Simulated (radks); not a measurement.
The numbers below are computed, except where a source is named.
Problem. All-electron atom: Re+ in [Xe] 4f14 5d5 6s1. Level of theory: Dirac Kohn-Sham, LDA (Slater exchange, Perdew-Zunger correlation), spin-unpolarised, spherical densities, point nucleus; open shells fill j = l - 1/2 first (a radial shooting solver on a logarithmic mesh with Libxc functionals). Some entries of the table are withheld. Estimate them.

orbital,occ.,eigenvalue (hartree),<r^2> (bohr^2),<r> (bohr)
1s1/2,2,-2627.979,(1),0.01804
2s1/2,2,-455.5879,0.006824,0.07562
2p1/2,2,(2),0.004862,0.06248
2p3/2,4,(3),0.006060,0.07056
3s1/2,2,-105.6592,0.04454,0.1971
3p1/2,2,-96.92466,0.04080,0.1871
3p3/2,4,-85.44915,0.04736,0.2020
3d3/2,4,-70.74284,0.03662,0.1766
3d5/2,6,-68.25009,0.03841,0.1811
4s1/2,2,-22.23725,0.2195,0.4407
4p1/2,2,-18.59553,0.2258,0.4451
4p3/2,4,-15.90931,0.2609,0.4788
4d3/2,4,-9.92270,0.2825,0.4936
4d5/2,6,-9.42640,0.2956,0.5051
5s1/2,2,-3.40695,1.208,1.036
5p1/2,2,-2.30305,1.466,1.137
5p3/2,4,-1.89642,1.748,1.241
4f5/2,6,-1.88241,0.4132,(4)
4f7/2,8,-1.78998,0.4266,(5)
5d3/2,4,-0.49713,3.959,(6)
6s1/2,1,(7),9.205,2.857
5d5/2,1,-0.46324,4.280,(8)

Solution. 
(1) 1s1/2 <r^2> (bohr^2): 0.0004483
(2) 2p1/2 eigenvalue (hartree): -436.0441
(3) 2p3/2 eigenvalue (hartree): -383.1883
(4) 4f5/2 <r> (bohr): 0.5763
(5) 4f7/2 <r> (bohr): 0.5852
(6) 5d3/2 <r> (bohr): 1.824
(7) 6s1/2 eigenvalue (hartree): -0.47402
(8) 5d5/2 <r> (bohr): 1.895
